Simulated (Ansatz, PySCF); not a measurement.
Process, species as SMILES: [CH2-][Ge]([OH])([OH])[OH] → [CH3][Ge]([O-])([OH])[OH]
Each molecule is optimised on its own at B3LYP-D3(BJ)/def2-TZVP (Ansatz, a program for electronic structure), one conformer each, not searched for the lowest. Frequencies are from Ansatz.

Wanted: isomerisation energy (enthalpy at 298 K, with B3LYP-D3(BJ) rigid-rotor harmonic-oscillator terms), in eV. Valence correlation only, unless marked. Spin-orbit coupling is left out. Frozen are the shells of the preceding noble gas and the d and f shells that filled before the atom's block. No relativistic terms. Anions need diffuse functions: aug- sets have them; def2-D sets add few; the other sets have none. Basis-set limits of correlation are two-point, X^-3; Hartree-Fock from the larger set. [CCSD(T)-MP2]/basis is that difference in the basis named.

```tsv
level	program	isomerisation energy (eV)
HF/aug-cc-pVQZ	Ansatz	-0.95
BLYP-D3(BJ)/def2-TZVPD	Ansatz + dftd3	-1.08
revPBE/def2-TZVPD	Ansatz	-1.06
PBE0/def2-QZVPP	Ansatz	-0.96
BHLYP-D3(BJ)/def2-TZVPD	Ansatz + dftd3	-1.00
TPSSh-D3(BJ)/def2-TZVPD	PySCF + dftd3	-1.09
r2SCANh/def2-TZVPD	Ansatz	-1.01
HSE06/def2-TZVPD	Ansatz	-0.98
B2PLYP-D3(BJ)/def2-TZVPD	Ansatz + dftd3	-1.09
MP2/STO-3G	Ansatz	-1.14
MP2/cc-pVDZ	Ansatz	-1.01
CCSD/cc-pVDZ	Ansatz	-0.95
CCSD/cc-pVTZ	Ansatz	-0.98
CCSD(T)/6-31G	Ansatz	-1.51
RI-MP2/CBS(aug-cc-pVTZ,aug-cc-pVQZ)+[CCSD(T)-MP2]/aug-cc-pVTZ	Ansatz	-0.99
```
